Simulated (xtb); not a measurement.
SiFCl3, SMILES F[Si](Cl)(Cl)Cl. All values are semi-empirical tight-binding results from xtb (GFN2-xTB unless named), good for trends rather than for accurate numbers. Geometry optimised at GFN2-xTB.

Optimised geometry:

Bonded distances (Å): F1–Si2 1.610, Si2–Cl3 1.994, Si2–Cl4 1.994, Si2–Cl5 1.994. Angles (°): F1–Si2–Cl3 105.8, F1–Si2–Cl4 105.8, F1–Si2–Cl5 105.8, Cl3–Si2–Cl4 112.9, Cl3–Si2–Cl5 112.9, Cl4–Si2–Cl5 112.9.

```yaml
point_group_as_xtb_finds_it: C3v
orbital_gap: 6.98 eV
dipole_moment: 0.66 D
zero_point_energy: 4.6 kcal/mol
G − E(el) at 298.15 K (modified RRHO): -15.1 kcal/mol
static polarisability (D4 model): 76.9 bohr³
solvation energy, GFN2-xTB/ALPB(water): 0.4 kcal/mol
solvation energy, GFN2-xTB/ALPB(octanol): -2.4 kcal/mol
```

Computed atomic charges and the Wiberg bond orders between heavy atoms:
charges (e) F1 -0.22, Si2 0.60, Cl3 -0.13, Cl4 -0.13, Cl5 -0.13. Bond orders F1–Si2 1.09, Si2–Cl3 1.16, Si2–Cl4 1.16, Si2–Cl5 1.16.
